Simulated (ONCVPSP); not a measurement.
## u(r) = r·R(r): atom against pseudo-atom (Br (Z = 35))

Columns: radius, all-electron u(r) and pseudo u(r) of the 3p shell (level -173.26 eV) of bromine in the configuration [Ne] 3s2 3p6 3d10 4s2 4p5; PBEsol, scalar-relativistic, ONCV scheme, ONCVPSP 4.0.1.

```
r (bohr)  all-electron  pseudo
   0.050       -0.5086  0.0434
   0.100       -0.7780  0.1673
   0.150       -0.5487  0.3544
   0.200       -0.0738  0.5797
   0.250        0.4326  0.8149
   0.300        0.8568  1.0326
   0.350        1.1615  1.2113
   0.400        1.3461  1.3366
   0.450        1.4314  1.4042
   0.500        1.4402  1.4157
   0.550        1.3956  1.3801
   0.600        1.3162  1.3087
   0.650        1.2164  1.2135
   0.700        1.1067  1.1058
   0.750        0.9946  0.9943
   0.800        0.8851  0.8848
   0.850        0.7813  0.7810
   0.900        0.6852  0.6849
   0.950        0.5975  0.5973
   1.000        0.5187  0.5185
   1.050        0.4485  0.4483
   1.100        0.3865  0.3864
   1.150        0.3321  0.3320
   1.200        0.2847  0.2846
   1.250        0.2435  0.2435
   1.300        0.2080  0.2079
```

Problem. How many radial nodes do the two functions have?

Solution. The all-electron 3p function has n − l − 1 = 1; the pseudo-wave has 0, since the states of the same l below it are removed with the core.

Problem. At about which radius was the pseudo-wave matched?

Solution. 0.90 bohr. The columns agree to 0.0005 from 0.75 bohr on; several derivatives are matched, so the curves merge somewhat inside the radius.

Problem. Is the pseudo-wave norm-conserving?

Solution. Yes: the ONCV scheme keeps the norm inside the radius equal to the all-electron one, which fixes the energy derivative of the logarithmic derivative at the level.
